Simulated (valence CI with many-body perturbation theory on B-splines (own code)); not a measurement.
# From CI to CI+MBPT in Tl⁶⁶⁺

Calculated by configuration interaction combined with many-body perturbation theory (CI+MBPT): five valence electrons over a frozen Dirac-Fock core [Ne], radial functions for each j: 9 s, 9 p, 8 d, 6 f, 3 g, 1 h, with the one-electron correlation potential Σ1 (screened to all orders), the two-electron term Σ2, the three-electron term Σ3, Breit, model QED; selected single and double excitations, second order for the rest (own B-spline code, finite nucleus).

No measured spectrum was set against this ion. As an estimate, large intervals hold to a few tenths of a per cent, small ones and those within an open d or f shell to about a per cent. Among the levels kept, up to 620 cm⁻¹ of a level comes from second order outside the variational space, and about a tenth of that is noise between levels of different J, which matters for small intervals.

Each rung adds one term. CI alone is the Dirac-Coulomb CI over the frozen core; QED comes last and gives the full result, which names the levels. Energies are above (3s^2 3p1/2^2 3p3/2) J=3/2 on the same rung, in eV.

Levels are named by their leading jj configuration (3d3/2^4 stands for four electrons in 3d with j = 3/2), which in mixed levels can hold well under half, so a name can repeat and another be missing. Letters in brackets count levels of one name in rising energy.

```
                             Level  CI alone
        (3s^2 3p1/2^2 3d3/2) J=3/2     261.1
        (3s^2 3p1/2^2 3d5/2) J=5/2     403.2
        (3s^2 3p1/2 3p3/2^2) J=3/2     539.8
        (3s^2 3p1/2 3p3/2^2) J=5/2     553.6
        (3s^2 3p1/2 3p3/2^2) J=1/2     570.0
        (3s 3p1/2^2 3p3/2^2) J=5/2     743.9
        (3s 3p1/2^2 3p3/2^2) J=3/2     775.7
        (3s 3p1/2^2 3p3/2^2) J=1/2     778.7
(3s^2 3p1/2 3p3/2 3d3/2) J=5/2 [a]     798.4
(3s^2 3p1/2 3p3/2 3d3/2) J=1/2 [a]     801.3
(3s^2 3p1/2 3p3/2 3d3/2) J=3/2 [a]     802.6
    (3s^2 3p1/2 3p3/2 3d3/2) J=7/2     812.9
(3s^2 3p1/2 3p3/2 3d3/2) J=5/2 [b]     846.3
(3s^2 3p1/2 3p3/2 3d3/2) J=1/2 [b]     858.3
(3s^2 3p1/2 3p3/2 3d3/2) J=3/2 [b]     860.6
(3s^2 3p1/2 3p3/2 3d5/2) J=7/2 [a]     924.2
```

Question: What do these energies become with core correlation, Breit and QED?

Answer: (3s^2 3p1/2^2 3d3/2) J=3/2 258.1 (-2.95); (3s^2 3p1/2^2 3d5/2) J=5/2 397.2 (-6.00); (3s^2 3p1/2 3p3/2^2) J=3/2 534.5 (-5.33); (3s^2 3p1/2 3p3/2^2) J=5/2 547.4 (-6.25); (3s^2 3p1/2 3p3/2^2) J=1/2 564.8 (-5.24); (3s 3p1/2^2 3p3/2^2) J=5/2 736.7 (-7.16); (3s 3p1/2^2 3p3/2^2) J=3/2 768.4 (-7.26); (3s 3p1/2^2 3p3/2^2) J=1/2 772.1 (-6.55); (3s^2 3p1/2 3p3/2 3d3/2) J=5/2 [a] 789.2 (-9.15); (3s^2 3p1/2 3p3/2 3d3/2) J=1/2 [a] 793.2 (-8.11); (3s^2 3p1/2 3p3/2 3d3/2) J=3/2 [a] 793.9 (-8.70); (3s^2 3p1/2 3p3/2 3d3/2) J=7/2 802.9 (-10.08); (3s^2 3p1/2 3p3/2 3d3/2) J=5/2 [b] 836.8 (-9.51); (3s^2 3p1/2 3p3/2 3d3/2) J=1/2 [b] 849.5 (-8.76); (3s^2 3p1/2 3p3/2 3d3/2) J=3/2 [b] 851.3 (-9.27); (3s^2 3p1/2 3p3/2 3d5/2) J=7/2 [a] 913.2 (-11.04).

Question: How does the ionisation energy move along the ladder, and which term matters most?

Answer: CI alone 7575.0, + Σ1 7575.9, + Σ2 7576.1, + Σ3 7575.6, + Breit 7568.6, + QED 7567.6 eV. The largest step is Breit, -7.0 eV. NIST lists 7570 ± 40 eV (theoretical).
